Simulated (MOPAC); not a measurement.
Input for MOPAC: PM7 on C5H12 (SMILES CCCCC), a point of a torsion scan.

```
PM7 1SCF PRECISE CHARGE=0 THREADS=1
C5H12

C      2.30966067 1     0.61850345 1     0.40493115 1
C      0.97466372 1    -0.07093655 1     0.66092297 1
C      0.07612968 1    -0.04437086 1    -0.57658357 1
C     -1.02955649 1    -1.09930895 1    -0.54422517 1
C     -2.03767605 1    -0.86869449 1     0.57573546 1
H      2.85412986 1     0.11303263 1    -0.38976105 1
H      2.92482530 1     0.60892669 1     1.30209640 1
H      2.15415638 1     1.65371549 1     0.10746917 1
H      1.16355429 1    -1.11001395 1     0.94261325 1
H      0.47076348 1     0.41405203 1     1.49829139 1
H     -0.36739719 1     0.94743196 1    -0.68704738 1
H      0.69487695 1    -0.22732478 1    -1.45929778 1
H     -1.55480598 1    -1.08579414 1    -1.50248805 1
H     -0.57923288 1    -2.08791638 1    -0.42867515 1
H     -2.83834088 1    -1.60325140 1     0.52320116 1
H     -1.56146907 1    -0.95379077 1     1.54902352 1
H     -2.47693503 1     0.12325747 1     0.49268979 1
```

Output:

```
*******************************************************************************
 **                                                                           **
 **                              MOPAC v23.2.5                                **
 **                                                                           **
 *******************************************************************************
 ** MOPAC's Digital Object Identifier: https://doi.org/10.5281/zenodo.6511958 **
 **                                                                           **
 ** Please cite the open-source release paper for use of this MOPAC version:  **
 ** J. E. Moussa and J. J. P. Stewart (2026)                                  **
 ** MOPAC: An open-source semiempirical molecular orbital program             **
 ** J. Open Source Softw., 11(119), 8025, https://doi.org/10.21105/joss.08025 **
 *******************************************************************************

                              PM7 CALCULATION RESULTS

 *******************************************************************************
 *  PM7        - The PM7 Hamiltonian to be used
 *
 *
 *
 *                 CHARGE ON SYSTEM = 0
 *
 *
 *
 *  PRECISE    - TIGHTER CRITERIA TO BE USED
 *  1SCF       - DO 1 SCF AND THEN STOP
 *  THREADS=1  - MULTI-THREADING NOT USED
 *  T=         - A TIME OF 172800.0 SECONDS REQUESTED
 *  DUMP=N     - RESTART FILE WRITTEN EVERY 7200.0 SECONDS REQUESTED
 *******************************************************************************
PM7 1SCF PRECISE CHARGE=0 THREADS=1
 C5H12

   ATOM   CHEMICAL          X               Y               Z
  NUMBER   SYMBOL      (ANGSTROMS)     (ANGSTROMS)     (ANGSTROMS)

     1       C          2.30966067  *   0.61850345  *   0.40493115  *
     2       C          0.97466372  *  -0.07093655  *   0.66092297  *
     3       C          0.07612968  *  -0.04437086  *  -0.57658357  *
     4       C         -1.02955649  *  -1.09930895  *  -0.54422517  *
     5       C         -2.03767605  *  -0.86869449  *   0.57573546  *
     6       H          2.85412986  *   0.11303263  *  -0.38976105  *
     7       H          2.92482530  *   0.60892669  *   1.30209640  *
     8       H          2.15415638  *   1.65371549  *   0.10746917  *
     9       H          1.16355429  *  -1.11001395  *   0.94261325  *
    10       H          0.47076348  *   0.41405203  *   1.49829139  *
    11       H         -0.36739719  *   0.94743196  *  -0.68704738  *
    12       H          0.69487695  *  -0.22732478  *  -1.45929778  *
    13       H         -1.55480598  *  -1.08579414  *  -1.50248805  *
    14       H         -0.57923288  *  -2.08791638  *  -0.42867515  *
    15       H         -2.83834088  *  -1.60325140  *   0.52320116  *
    16       H         -1.56146907  *  -0.95379077  *   1.54902352  *
    17       H         -2.47693503  *   0.12325747  *   0.49268979  *



          CARTESIAN COORDINATES

    NO.       ATOM           X           Y           Z

     1         C          2.3097      0.6185      0.4049
     2         C          0.9747     -0.0709      0.6609
     3         C          0.0761     -0.0444     -0.5766
     4         C         -1.0296     -1.0993     -0.5442
     5         C         -2.0377     -0.8687      0.5757
     6         H          2.8541      0.1130     -0.3898
     7         H          2.9248      0.6089      1.3021
     8         H          2.1542      1.6537      0.1075
     9         H          1.1636     -1.1100      0.9426
    10         H          0.4708      0.4141      1.4983
    11         H         -0.3674      0.9474     -0.6870
    12         H          0.6949     -0.2273     -1.4593
    13         H         -1.5548     -1.0858     -1.5025
    14         H         -0.5792     -2.0879     -0.4287
    15         H         -2.8383     -1.6033      0.5232
    16         H         -1.5615     -0.9538      1.5490
    17         H         -2.4769      0.1233      0.4927

 General Reference for PM7:
 "Optimization of Parameters for Semiempirical Methods VI: More Modifications to the
 NDDO Approximations and Re-optimization of Parameters", J. J. P. Stewart, J. Mol. Mod., 1:32, 19 (2013)
 https://link.springer.com/article/10.1007/s00894-012-1667-x

           Empirical Formula: C5 H12  =    17 atoms



      MOLECULAR POINT GROUP   :   C1


      RHF CALCULATION, NO. OF DOUBLY OCCUPIED LEVELS = 16


 -------------------------------------------------------------------------------
 PM7 1SCF PRECISE CHARGE=0 THREADS=1
 C5H12



     1SCF WAS SPECIFIED, SO BFGS WAS NOT USED
     SCF FIELD WAS ACHIEVED


                              PM7 CALCULATION
                                                       MOPAC v23.2.5 Linux




          FINAL HEAT OF FORMATION =        -31.36558 KCAL/MOL =    -131.23360 KJ/MOL


          COSMO AREA              =        133.90 SQUARE ANGSTROMS
          COSMO VOLUME            =        122.55 CUBIC ANGSTROMS

          IONIZATION POTENTIAL    =         11.225848 EV
          HOMO LUMO ENERGIES (EV) =        -11.226  4.083
          NO. OF FILLED LEVELS    =         16
          MOLECULAR WEIGHT        =         72.1498         POINT GROUP:  C1

          MOLECULAR DIMENSIONS (Angstroms)

            Atom       Atom       Distance
            H    15    H     7     6.22210
            H    16    H    12     3.28353
            H    14    H    11     2.77224


          SCF CALCULATIONS        =          1





   ATOM   CHEMICAL          X               Y               Z
  NUMBER   SYMBOL      (ANGSTROMS)     (ANGSTROMS)     (ANGSTROMS)

     1       C          2.30966067  *   0.61850345  *   0.40493115  *
     2       C          0.97466372  *  -0.07093655  *   0.66092297  *
     3       C          0.07612968  *  -0.04437086  *  -0.57658357  *
     4       C         -1.02955649  *  -1.09930895  *  -0.54422517  *
     5       C         -2.03767605  *  -0.86869449  *   0.57573546  *
     6       H          2.85412986  *   0.11303263  *  -0.38976105  *
     7       H          2.92482530  *   0.60892669  *   1.30209640  *
     8       H          2.15415638  *   1.65371549  *   0.10746917  *
     9       H          1.16355429  *  -1.11001395  *   0.94261325  *
    10       H          0.47076348  *   0.41405203  *   1.49829139  *
    11       H         -0.36739719  *   0.94743196  *  -0.68704738  *
    12       H          0.69487695  *  -0.22732478  *  -1.45929778  *
    13       H         -1.55480598  *  -1.08579414  *  -1.50248805  *
    14       H         -0.57923288  *  -2.08791638  *  -0.42867515  *
    15       H         -2.83834088  *  -1.60325140  *   0.52320116  *
    16       H         -1.56146907  *  -0.95379077  *   1.54902352  *
    17       H         -2.47693503  *   0.12325747  *   0.49268979  *

                             CARTESIAN COORDINATES

   1    C        2.309660670     0.618503450     0.404931150
   2    C        0.974663720    -0.070936550     0.660922970
   3    C        0.076129680    -0.044370860    -0.576583570
   4    C       -1.029556490    -1.099308950    -0.544225170
   5    C       -2.037676050    -0.868694490     0.575735460
   6    H        2.854129860     0.113032630    -0.389761050
   7    H        2.924825300     0.608926690     1.302096400
   8    H        2.154156380     1.653715490     0.107469170
   9    H        1.163554290    -1.110013950     0.942613250
  10    H        0.470763480     0.414052030     1.498291390
  11    H       -0.367397190     0.947431960    -0.687047380
  12    H        0.694876950    -0.227324780    -1.459297780
  13    H       -1.554805980    -1.085794140    -1.502488050
  14    H       -0.579232880    -2.087916380    -0.428675150
  15    H       -2.838340880    -1.603251400     0.523201160
  16    H       -1.561469070    -0.953790770     1.549023520
  17    H       -2.476935030     0.123257470     0.492689790


           Empirical Formula: C5 H12  =    17 atoms



      MOLECULAR POINT GROUP   :   C1


                  EIGENVALUES
 -29.38314 -26.79212 -23.52476 -21.04338 -19.44321 -16.30962 -15.40281 -15.12361
 -14.22911 -13.46924 -13.00006 -12.56294 -12.00565 -11.54496 -11.26212 -11.22585
   4.08260   4.34700   4.62618   4.79211   5.64507   5.73701   5.97062   5.98142
   6.03209   6.23981   6.34167   6.70065   6.84971   6.88377   7.13526   7.18549


              NET ATOMIC CHARGES AND DIPOLE CONTRIBUTIONS

  ATOM NO.   TYPE          CHARGE      No. of ELECS.   s-Pop       p-Pop
    1          C          -0.442400        4.4424     1.04972     3.39268
    2          C          -0.251015        4.2510     1.05035     3.20067
    3          C          -0.273611        4.2736     1.05491     3.21870
    4          C          -0.254048        4.2540     1.05093     3.20312
    5          C          -0.437242        4.4372     1.04885     3.38839
    6          H           0.142509        0.8575     0.85749
    7          H           0.141341        0.8587     0.85866
    8          H           0.143052        0.8569     0.85695
    9          H           0.135112        0.8649     0.86489
   10          H           0.133992        0.8660     0.86601
   11          H           0.135962        0.8640     0.86404
   12          H           0.134660        0.8653     0.86534
   13          H           0.131821        0.8682     0.86818
   14          H           0.133954        0.8660     0.86605
   15          H           0.139535        0.8605     0.86046
   16          H           0.143338        0.8567     0.85666
   17          H           0.143040        0.8570     0.85696
 DIPOLE           X         Y         Z       TOTAL
 POINT-CHG.     0.003    -0.037    -0.042     0.056
 HYBRID         0.019     0.037     0.018     0.045
 SUM            0.022     0.000    -0.024     0.033


          ATOMIC ORBITAL ELECTRON POPULATIONS

     Atom    s        px        py        pz
    1  C   1.04972   1.07489   1.14973   1.16806
    2  C   1.05035   1.00744   1.12853   1.06470
    3  C   1.05491   1.04977   1.09698   1.07195
    4  C   1.05093   1.03594   1.08884   1.07834
    5  C   1.04885   1.11203   1.16873   1.10763
    6  H   0.85749
    7  H   0.85866
    8  H   0.85695
    9  H   0.86489
   10  H   0.86601
   11  H   0.86404
   12  H   0.86534
   13  H   0.86818
   14  H   0.86605
   15  H   0.86046
   16  H   0.85666
   17  H   0.85696

 **********************
 *                    *
 * JOB ENDED NORMALLY *
 *                    *
 **********************




 == MOPAC DONE ==
```

The run finished.

Cost: very roughly 0.020 core-seconds.
